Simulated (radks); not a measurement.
Question: The nitrogen anion N-, [He] 2s2 2p4, held by a Watson sphere: a shell of charge +1 at radius R that stands for the Madelung well of a crystal (potential energy -1/R inside, -1/r outside, in hartree with lengths in bohr). Calculated with a radial shooting solver on a logarithmic mesh with Libxc functionals: scalar-relativistic Kohn-Sham, LDA (Slater exchange, Perdew-Wang correlation), spin-polarised, spherical densities, finite nucleus; open shells are filled with parallel spins first; Fermi nuclear charge, rms radius of each element as measured or else 0.836 A^(1/3) + 0.57 fm. Response by self-consistent Sternheimer equations with the Hartree and adiabatic LDA kernel, the relativistic mass of each level held fixed and spin-orbit coupling left out. The sphere does not respond.

| R (bohr) | e(2s down) (eV) | e(2p up) (eV) | e(2p down) (eV) | <r> 2p (bohr) | sum of <r^2> (bohr^2) | X-ray form factor at sin(theta)/lambda = 0.3 1/angstrom | alpha (bohr^3) |
|---|---|---|---|---|---|---|---|
| 2.08 | -16.324 | -7.712 | -5.487 | 1.721 | 18.42 | 3.260 | 14.27 |
| 2.77 | -14.903 | -6.459 | -4.329 | 1.865 | 20.53 | 3.219 | 20.98 |
| 3.21 | -14.184 | -5.796 | -3.696 | 1.952 | 21.69 | 3.213 | 26.54 |
| 3.41 | -13.898 | -5.529 | -3.438 | 1.992 | 22.19 | 3.211 | 29.49 |
| 3.64 | -13.597 | -5.246 | -3.162 | 2.037 | 22.73 | 3.211 | 33.28 |
| 3.79 | -13.415 | -5.075 | -2.994 | 2.067 | 23.08 | 3.211 | 36.02 |

Estimate the row for R = 3.2 bohr.

Answer: e(2s down) (eV) -14.199; e(2p up) (eV) -5.810; e(2p down) (eV) -3.710; <r> 2p (bohr) 1.950; sum of <r^2> (bohr^2) 21.67; X-ray form factor at sin(theta)/lambda = 0.3 1/angstrom 3.213; alpha (bohr^3) 26.40.
